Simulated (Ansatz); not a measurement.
Basis sets compared for the cluster Na2Te⁺ (the lowest doublet isomer of a short search). Total charge 1; doublet. Geometry r2SCAN-D4/def2-TZVP. Ansatz on 4 threads of Arm Neoverse V2 on a shared host; times are rough, and most runs start from earlier orbitals.

```xyz
3

Na    1.5481    0.1246   -2.2366
Na   -1.4524   -0.8714    2.1321
Te   -0.0957    0.7468    0.1045
```

In the def2 sets Te takes a core potential; there is no spin–orbit coupling. The structure comes from a short search, and lower isomers may exist.

```tsv
level	functions	energy (Eh)	HOMO (eV)	LUMO (eV)	wall time
PBE-D4/def2-SVP	56	-592.1161	-8.25	-8.00	0.9 s
PBE0-D4/def2-SVP	56	-592.1711	-9.13	-6.95	1.4 s
```

Q: Estimate the rows for PBE-D4/def2-TZVP, PBE0-D4/def2-TZVP.

A: 
| level | functions | energy (Eh) | HOMO (eV) | LUMO (eV) | wall time |
| --- | --- | --- | --- | --- | --- |
| PBE-D4/def2-TZVP | 114 | -592.2449 | -8.32 | -7.98 | 1.8 s |
| PBE0-D4/def2-TZVP | 114 | -592.2978 | -9.20 | -6.92 | 4.9 s |
